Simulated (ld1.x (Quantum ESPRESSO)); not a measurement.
Before and after: TM potential for silicon (Si)

ld1.x (Quantum ESPRESSO) 7.5 input, shortened:

```
&input
   title='Si', zed=14., rel=1, dft='PBESOL', iswitch=3,
   config='[Ne] 3s2 3p2'
 /
 &inputp
   pseudotype=2, tm=.true., lloc=1,
   nlcc=.false.
 /
2
3S  1  0   2.00   0.00  1.25  1.25  0.0
3P  2  1   2.00   0.00  2.40  2.40  0.0
 &test
   configts(1)='3s2 3p2'
 /
```

Change: all radii scaled by about 1.29 (s 1.62, p 3.10 bohr).

Cutoffs: the cutoffs (Ry, on a coarse ladder) from which the occupation-weighted sum of valence levels, in a spherical-Bessel basis at the reference potential, stays within 10 and 1 mRy of its value at 400 Ry; they do not see the model core or the augmentation charge, which bear on the density cutoff. Errors are all-electron minus pseudo energies relative to the spin-unpolarised reference configuration.

Question: How do hardness, ghosts and transferability respond?

Answer: The potential gets softer (50 Ry and 110 Ry → 15 Ry and 40 Ry); of the 7 tests that both files solve, the error grows in 0 and shrinks in 5 by more than 15 % and 0.3 meV (median size 9.8 → 4.3 meV); neither file shows a bound ghost. A larger radius leaves more room for a smooth pseudo-wave, so fewer plane waves are needed. That the errors move this way runs against the usual rule that smaller radii transfer better.

```csv
quantity,base,changed
"cutoff, loose",50 Ry,15 Ry
"cutoff, tight",110 Ry,40 Ry
loose cutoff by channel (10 mRy a level),"s 45 Ry, p 6 Ry","s 12 Ry, p 6 Ry"
bound ghosts,none,none
"error for 3s2 3p1, meV [ΔE 7.71 eV]",+2.3,+0.3
"error for 3s2 3p0, meV [ΔE 23.68 eV]",+23,-1.4
"error for 3s1 3p0, meV [ΔE 57.58 eV]",+81,+50
"error for 3s1 3p2, meV [ΔE 15.12 eV]",+9.8,+11
"error for 3s0 3p4, meV [ΔE 13.74 eV]",+55,+17
"error for 3s1 3p3, meV [ΔE 6.79 eV]",+8.0,+4.3
"error for 3s2 3p1.5, meV [ΔE 2.91 eV]",+0.3,+0.1
```
